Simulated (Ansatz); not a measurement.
Reaction (ligand exchange at the Si–O bond): `O[SiH](F)O[SiH2]F` + `O[Si](O)(O)O` → `O[Si](O)(O)O[SiH2]F` + `O[SiH](O)F`

Computed with Ansatz on PBE0-D4/def2-TZVP structures; ΔE is electronic, products minus reactants. CCSD(T)/CBS adds triple-zeta CCSD(T) − MP2 to the extrapolated MP2 energy (def2 sets, frozen cores). This one scheme is used for every species. DFT in def2-TZVPP. B3LYP here is the variant with VWN-RPA as its local correlation; programs differ in this. HSE06 is defined as in plane-wave codes. One conformer a species, not always the lowest.

(1) Is it downhill or uphill in electronic energy at CCSD(T)/CBS, and by how much? (An estimate is asked.)

(2) What do these levels give: LDA (SPW92), BLYP-D4, r2SCAN0-D4, HSE06-D4, BLYP, B3LYP, MP2/def2-SVP, CCSD(T)/def2-SVP, HF/def2-TZVPP, CCSD(T)/def2-TZVPP, HF/def2-QZVPP, MP2/CBS(def2)? (An estimate is asked.)

Largest T1 diagnostic among the species: 0.012.

Answers

(1) Computed: Nearly level: ΔE = 0.0 kcal/mol.

(2) Ansatz gave: LDA (SPW92) 0.0, BLYP-D4 -0.3, r2SCAN0-D4 -0.1, HSE06-D4 -0.1, BLYP 0.2, B3LYP 0.2, MP2/def2-SVP 0.1, CCSD(T)/def2-SVP 0.1, HF/def2-TZVPP 0.2, CCSD(T)/def2-TZVPP 0.0, HF/def2-QZVPP 0.2, MP2/CBS(def2) 0.0 kcal/mol.

Leaving LDA and LC-ωPBE aside and taking each functional with its dispersion term where it has one, the values, not all of them listed here, spread over 0.4 kcal/mol, from revPBE-D4 to B2PLYP.
